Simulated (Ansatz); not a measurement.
Frontier orbitals of CH$_{3}$F$_{2}$O$_{2}$Ta (`C[O][Ta](=[O])([F])[F]`).

Charge 0, multiplicity 1. Correlated methods include outer-core shells of Ta, which these sets cover unevenly. Ta: def2 effective core potential. Geometry: relaxed with PBE0-D4/def2-TZVP. It is one conformer, not always the lowest. Basis def2-TZVPP, Ansatz.

Orbital energies of one run (eV). Highest occupied ones, from the top: -10.97, -11.04, -11.33, -11.34, -12.00, -14.24, -14.57, -14.75, -14.85, -15.26, -15.36, -15.66, -15.68, -15.96. Empty: 0.04, 0.14, 0.29, 1.13, 1.39, 1.73.

(1) Which functional gave them?
A. revPBE
B. HSE06 (plane-wave form)
C. BHLYP
D. B97M-V

## Answers

(1) C. HOMO energies: BHLYP -10.97, revPBE -7.74, B97M-V -8.26, HSE06 -9.02 eV.
